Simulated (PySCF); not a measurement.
Fill in the blanks.

C₆H₁₃FOSi.
InChI=1S/C6H13FOSi/c1-3-4-6(2)8-9-5-7/h4H,3,5,9H2,1-2H3/b6-4-

Conformer (atom-mapped SMILES and torsion angles): `[CH3:1][CH2:2]/[CH:3]=[C:4](/[CH3:5])[O:6][SiH2:7][CH2:8][F:9]`: C1–C2–C3–C4 -108°, C3–C4–O6–Si7 -178°, C4–O6–Si7–C8 -176°, O6–Si7–C8–F9 91°.

| property | level | value |
| --- | --- | --- |
| point group of the GFN2-xTB geometry | GFN2-xTB | ? |
| rotational constants A, B, C of the GFN2-xTB geometry | GFN2-xTB | ? |
| dipole moment | PBE0/pcSseg-1 | ? |
| HOMO energy | PBE0/pcSseg-1 | ? |
| LUMO energy | PBE0/pcSseg-1 | ? |
| 13C chemical shifts (computed TMS as zero) by class | GIAO PBE0/pcSseg-1 | ? |
| 1H chemical shifts (computed TMS as zero) by class | GIAO PBE0/pcSseg-1 | ? |
| isotropic shieldings of nuclei other than C and H, by class | GIAO PBE0/pcSseg-1 | 231 (1 O), 471 (1 F), 376 (1 Si) ppm |

The electronic properties come from PySCF, for the isolated species, density fitting. NMR classes are plain means over equivalent atoms (diastereotopic ones count apart unless rotation or inversion swaps them), as if these changed places fast; in this geometry the members of some classes differ.

(1) Give the rotational constants A, B, C of the GFN2-xTB geometry.

(2) The 1H chemical shifts (computed TMS as zero) by class?

(3) Give the dipole moment.

(4) The HOMO energy?

(5) What is the point group of the GFN2-xTB geometry?

(6) What is the LUMO energy?

(7) The 13C chemical shifts (computed TMS as zero) by class?

## Answers

(1) 1.655, 0.760, 0.563 GHz.

(2) 5.27 (2 H), 5.00 (2 H), 4.90 (1 H), 2.24 (2 H), 2.02 (3 H), 1.01 (3 H) ppm.

(3) 2.16 D.

(4) -6.44 eV.

(5) C1.

(6) 0.55 eV.

(7) 151.7 (1 C), 118.5 (1 C), 82.3 (1 C), 23.4 (1 C), 22.6 (1 C), 17.4 (1 C) ppm.

A dipole of 2.16 D is allowed in C1, and pure rotational transitions are dipole-allowed. In atomic units the dipole is 0.85 e·bohr (1 au = 2.5417 D). With B = h/(8π²I), that is 505.379 GHz u Å² over I, the principal moments of inertia are 305.3, 665.1 and 897.3 u Å² (most abundant isotopes); the inertial defect Ic − Ia − Ib is -73.1 u Å² (zero for a rigid planar frame, negative otherwise).

One conformer stands for the species.
